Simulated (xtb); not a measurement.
The xtb input:
```
$ xtb mol.xyz --gfn 2 --opt vtight --json

# file mol.xyz
2

F      0.02218476    -0.01862280     0.44527738
H      0.00932547     0.00011413    -0.47216418
```

What does this run give for the dipole moment, HOMO-LUMO gap?


```yaml
dipole_moment: 2.54 D
HOMO-LUMO gap: 16.51 eV
```
